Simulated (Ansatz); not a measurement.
A search over several starts for the lowest SCF solution of Te₂Pb at the given spin, in a small basis.

```yaml
crystal:
  periodic: [false, false, false]
  atoms:
    - {symbol: Pb, position_ang: [-0.350680, -1.691950, 0.046644]}
    - {symbol: Te, position_ang: [1.249521, 0.602065, -0.793897]}
    - {symbol: Te, position_ang: [-0.898841, 1.089875, 0.747263]}
basis:
  gaussian: {orbitals: def2-SVP}
hamiltonian: {xc: pbe0, dispersion: d4}
output: {orbitals: {seedname: orbitals}}
```

```sh
$ ansatz run in.yaml --threads 4 --pin off --events-out ev --progress --plain --max-ram 3916MiB
```

Output, abridged:

```
Functional definition: PBE0
1013 factors; integrals over basis functions are off by at most 1.8e-4 eV
mean field evaluation 1: about -19836.2906 eV, gradient 1.6e1 eV
mean field evaluation 2: about -19812.7869 eV, gradient 6.5e1 eV
mean field evaluation 4: about -19837.6677 eV, gradient 1.7e0 eV
mean field evaluation 8: about -19837.7310 eV, gradient 2.2e-1 eV
mean field evaluation 16: about -19837.7313 eV, gradient 3.8e-5 eV
mean field -19837.73125216 eV, -729.0231770195 hartree, gradient 3.9e-5 eV, S^2 0.000000; 0 other end points of the search recorded, 0 dependent functions left out
reference -19837.73127322 eV, -729.0231777937 hartree; 35, 35 occupied and 43, 43 virtual orbitals, 1013 factors
Total energy: -19837.87300313 eV, -729.0283862716 hartree
```

Hardware: 4 threads of Arm Neoverse V2 on a shared host. Wall time 1.1 s.

In the def2 sets Pb, Te take a core potential; there is no spin–orbit coupling. The structure comes from a short search, and lower isomers may exist.
